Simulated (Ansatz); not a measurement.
Sn₁₁H₁₈⁺, a cluster cut from hexagonal tin. Charge 1, multiplicity 2. Geometry PBE-D4/def2-SVP, that of the neutral singlet; atoms count from 1.

Cartesian coordinates in Å:
```
Sn -1.278 0.375 -3.123
Sn -1.174 2.273 -1.039
Sn -3.200 -1.463 0.787
Sn -2.296 1.154 1.306
Sn 1.503 2.997 -0.544
Sn -0.396 1.181 3.387
Sn 0.154 -1.928 -2.362
Sn -1.109 -3.108 -0.129
Sn 2.823 -1.230 -1.794
Sn 2.959 0.714 0.241
Sn 1.913 -0.261 2.674
H -2.934 -0.043 -3.447
H -0.619 1.042 -4.586
H -2.090 3.686 -1.487
H -4.416 -1.396 -0.451
H -3.943 -2.145 2.202
H -3.662 2.122 1.793
H 2.214 3.710 -1.960
H 1.560 4.190 0.719
H 0.068 2.825 3.699
H -1.085 0.554 4.853
H 0.139 -3.067 -3.680
H -1.723 -4.675 -0.557
H 0.049 -3.341 1.143
H 3.566 -0.603 -3.235
H 3.722 -2.643 -1.328
H 4.626 1.160 0.484
H 1.518 -1.944 2.507
H 3.111 -0.137 3.925
```

In the def2 sets Sn takes a core potential; there is no spin–orbit coupling. Single mean-field runs in def2-TZVP are fitted with def2-universal-jkfit.

Q: Estimate the Mulliken populations from the PBE0/def2-TZVP orbitals of Ansatz.

A: 
```tsv
atom	charge (e)	spin (α − β)
Sn1	0.08	0.13
Sn2	0.06	0.11
Sn3	0.09	0.13
Sn4	0.06	0.11
Sn5	0.08	0.13
Sn6	0.09	0.13
Sn7	0.05	0.07
Sn8	0.08	0.03
Sn9	0.09	0.09
Sn10	0.05	0.07
Sn11	0.08	0.03
H12	0.01	-0.01
H13	0.01	0.00
H14	0.02	-0.01
H15	0.01	0.00
H16	0.01	-0.01
H17	0.02	-0.01
H18	0.01	0.00
H19	0.01	-0.01
H20	0.01	0.00
H21	0.01	-0.01
H22	0.02	0.00
H23	0.02	0.01
H24	-0.01	0.01
H25	0.00	0.00
H26	0.01	0.00
H27	0.02	0.00
H28	-0.01	0.01
H29	0.02	0.01
```
Mulliken values depend strongly on the basis.

Q: Where does the spin sit?

A: Summed by element: Sn 1.03, H -0.03, of 1 unpaired in all. Largest on single atoms: Sn6 0.13, Sn3 0.13, Sn1 0.13.

Q: And the Mayer bond orders between heavy atoms (over 0.3)?

A: Sn1–Sn2 0.76 (2.82 Å); Sn1–Sn7 0.81 (2.82 Å); Sn2–Sn4 0.89 (2.83 Å); Sn2–Sn5 0.77 (2.82 Å); Sn3–Sn4 0.76 (2.82 Å); Sn3–Sn8 0.81 (2.81 Å); Sn4–Sn6 0.76 (2.82 Å); Sn5–Sn10 0.81 (2.82 Å); Sn6–Sn11 0.81 (2.81 Å); Sn7–Sn8 0.86 (2.82 Å); Sn7–Sn9 0.81 (2.82 Å); Sn9–Sn10 0.81 (2.82 Å); Sn10–Sn11 0.86 (2.82 Å).
